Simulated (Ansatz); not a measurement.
Saddle point of CH5ClZn, closed shell (CH₃ClZn ([CH3][Zn][Cl]) + H₂ → CH₄Zn ([CH3][ZnH]) + HCl; bonds formed: Zn1–H5, Cl2–H4; bonds broken: Zn1–Cl2, H4–H5), PBE0-D4/def2-TZVP structure:

```
8
angstrom
Zn 0.5182 -0.0348 0.2048
Cl 0.0611 0.8402 2.5904
C -0.7658 -0.2452 -1.2242
H 1.3032 0.3474 1.8589
H 1.9540 -0.0489 1.0542
H -1.3734 -1.1336 -1.0421
H -0.2727 -0.3495 -2.1915
H -1.4246 0.6244 -1.2504
```

Energies are electronic, without zero-point energy. Barriers and step energies count from the start structure reached by relaxing down the imaginary mode; all methods use the PBE0-D4 structures, on which another method's saddle can fall below an end. Ansatz 0.2.0; basis: def2-TZVPP, with def2-QZVPP for the basis limit; cores frozen in the correlated methods. The 3s and 3p shells of Cu and Zn are frozen; filled d shells are correlated. B3LYP uses VWN-RPA correlation. Extrapolation: Hartree–Fock as exp(−7.88 √X), correlation as X^−2.97.

```json
{"method": "SPW92", "barrier (kJ/mol)": "96.5", "step energy (kJ/mol)": "96.8"}
{"method": "PBE-D4", "barrier (kJ/mol)": "126.4", "step energy (kJ/mol)": "108.0"}
{"method": "BLYP-D4", "barrier (kJ/mol)": "140.7", "step energy (kJ/mol)": "110.2"}
{"method": "r2SCAN-D4", "barrier (kJ/mol)": "135.9", "step energy (kJ/mol)": "120.3"}
{"method": "B97M-V", "barrier (kJ/mol)": "140.8", "step energy (kJ/mol)": "108.9"}
{"method": "PBE0-D4", "barrier (kJ/mol)": "138.7", "step energy (kJ/mol)": "113.6"}
{"method": "B3LYP-D4", "barrier (kJ/mol)": "148.7", "step energy (kJ/mol)": "114.3"}
{"method": "r2SCAN0-D4", "barrier (kJ/mol)": "145.0", "step energy (kJ/mol)": "122.5"}
{"method": "BHLYP-D4", "barrier (kJ/mol)": "163.2", "step energy (kJ/mol)": "121.9"}
{"method": "CAM-B3LYP-D4", "barrier (kJ/mol)": "152.4", "step energy (kJ/mol)": "113.6"}
{"method": "wB97X-V", "barrier (kJ/mol)": "157.6", "step energy (kJ/mol)": "119.1"}
{"method": "wB97M-V", "barrier (kJ/mol)": "155.1", "step energy (kJ/mol)": "117.9"}
{"method": "B2PLYP", "barrier (kJ/mol)": "156.2", "step energy (kJ/mol)": "117.3"}
{"method": "PBE-QIDH", "barrier (kJ/mol)": "?", "step energy (kJ/mol)": "119.8"}
{"method": "RPA on PBE", "barrier (kJ/mol)": "155.6", "step energy (kJ/mol)": "109.9"}
{"method": "HF", "barrier (kJ/mol)": "?", "step energy (kJ/mol)": "132.8"}
{"method": "MP2", "barrier (kJ/mol)": "?", "step energy (kJ/mol)": "121.2"}
{"method": "CCSD", "barrier (kJ/mol)": "164.4", "step energy (kJ/mol)": "116.1"}
{"method": "CCSD(T)", "barrier (kJ/mol)": "157.7", "step energy (kJ/mol)": "115.5"}
```

Q: Fill in the withheld barriers. (To be estimated.)

A: Computed: PBE-QIDH 152.3; MP2 160.4; HF 199.8 kJ/mol. Each is the energy of the saddle less that of the start structure, by the same method.

For comparison, the barrier by CCSD(T) at an estimated basis limit (MP2 extrapolated from triple and quadruple zeta, plus CCSD(T) − MP2 in triple zeta) is 161.2 kJ/mol.

T1 diagnostic: at most 0.014. The end structure is not quite a true minimum (one mode of 26i cm⁻¹).

Labels in which every atom is bracketed show which atoms are joined, not bond orders.

For scale, one of the runs: CCSD(T)/def2-TZVPP, 207 basis functions, launched by `ansatz run in.yaml --threads 4 --pin off --events-out ev --progress --plain --max-ram 9574MiB`. Time: 85 s of wall clock on 4 CPU threads of an Arm Neoverse N1; the host was shared. Peak host memory: 2.6 GiB.
